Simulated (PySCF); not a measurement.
# [Lu(SH)4]− at several levels of theory

Computed with PySCF 2.14.0 (density fitting, no spin-orbit coupling) at the geometry relaxed with PBE0:

```xyz
9
[Lu(SH)4]− (singlet in the valence; each metal's 4f electrons, 14 of them, lie in its core potential, out of spins and levels)
Lu    0.0000    0.0000    0.0000
S     1.4142    1.5633    1.5122
H     1.8336    0.4892    2.2235
S    -1.4142   -1.5633    1.5122
H    -1.8336   -0.4892    2.2235
S     1.5633   -1.4142   -1.5123
H     0.4892   -1.8336   -2.2234
S    -1.5633    1.4142   -1.5123
H    -0.4892    1.8336   -2.2234
```

```json
{"level": "PBE0", "basis": "Lu lcecp-1-SVP with ECP60, S def2-SVP, H def2-SVP", "state": "singlet", "HOMO (eV)": "-3.06", "gap (eV)": "6.31", "charge on Lu1 (e)": "0.51", "population of f-type functions on Lu1 (polarisation alone where 4f lies in the core)": "0.03", "dipole about the centre of mass (D)": "0.00", "largest force component (eV/Å)": "0.01"}
```

In the lcecp rows the 4f levels are missing from HOMO and gap, and the state counts the valence alone.

Charges are Mulliken's, which hang on the basis. The relaxation used the grid (50, 194), these runs (75, 302) or, all-electron (x2c bases, spin-free X2C Hamiltonian), (99, 590).

(1) A further run in the first row's basis gives HOMO (eV) -1.54, gap (eV) 4.28, charge on Lu1 (e) 0.26, population of f-type functions on Lu1 (polarisation alone where 4f lies in the core) 0.03, dipole about the centre of mass (D) 0.00, largest force component (eV/Å) 0.43. Which level was it?
A. BLYP
B. BP86

No frequency check is given that shows the relaxed geometry to be a minimum. An lcecp potential fixes the number of 4f electrons, so in runs with it no electron can move into or out of that shell.

Answers

(1) A. The others give HOMO -1.90 eV (BP86).
